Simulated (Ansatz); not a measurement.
CH4FGeS, SMILES `C[S][GeH][F]` radical, 8 atoms. The species carries charge 0 and has multiplicity 2. Correlated methods include outer-core shells of Ge, which these sets cover unevenly. Scalar relativity is left out up to krypton. Hardware: A = 2 threads of an AMD EPYC 7R13 on a shared host and a share of an NVIDIA H100 80 GB; B = 2 threads of an AMD EPYC 7R13 on a shared host. Correlated methods freeze the cores. Open-shell runs search over several starts.

Q: Give the basis size and wall time and peak host memory of each of these runs in Ansatz. UKS BHLYP-D4/def2-TZVPP energy [B]; UKS PBE0-D4/def2-TZVP relaxation (15 steps) [A]; UHF-CCSD(T)/def2-TZVPP energy [A]; UKS PBE-QIDH (frozen core)/def2-TZVPP energy [B]; UKS B3LYP-D4/def2-TZVPP energy and forces [B]; UHF-CCSD(T)/def2-SVP energy [A]; UKS PBE0-D4/def2-QZVPP energy [A]; UKS PBE0-D4/def2-SVP energy [B]; UKS ωB97M-V/def2-SVP energy [B]; UKS PBE0-D4/def2-TZVP frequencies [A]; UKS SPW92 (LDA)/def2-TZVPP energy [B]; direct RPA on PBE orbitals/def2-TZVPP energy [B]. (Estimate.)

A: The calculation gave: Other jobs shared the machine, so times are rough.

```csv
level,job,functions,wall time,peak host memory (GiB)
UHF-CCSD(T)/def2-SVP,energy [A],98,2.1 s,0.82
UKS SPW92 (LDA)/def2-TZVPP,energy [B],208,2.9 s,0.47
UKS PBE0-D4/def2-SVP,energy [B],98,3.3 s,0.47
UKS PBE0-D4/def2-QZVPP,energy [A],393,3.7 s,0.98
UHF-CCSD(T)/def2-TZVPP,energy [A],208,5 s,0.85
UKS B3LYP-D4/def2-TZVPP,energy and forces [B],208,7 s,0.77
UKS BHLYP-D4/def2-TZVPP,energy [B],208,7.5 s,0.8
direct RPA on PBE orbitals/def2-TZVPP,energy [B],208,8 s,0.65
UKS PBE-QIDH (frozen core)/def2-TZVPP,energy [B],208,11 s,0.67
UKS ωB97M-V/def2-SVP,energy [B],98,12 s,0.54
UKS PBE0-D4/def2-TZVP,relaxation (15 steps) [A],171,23 s,0.92
UKS PBE0-D4/def2-TZVP,frequencies [A],171,53 s,0.92
```

B3LYP here is the variant with VWN-RPA as its local correlation; programs differ in this.
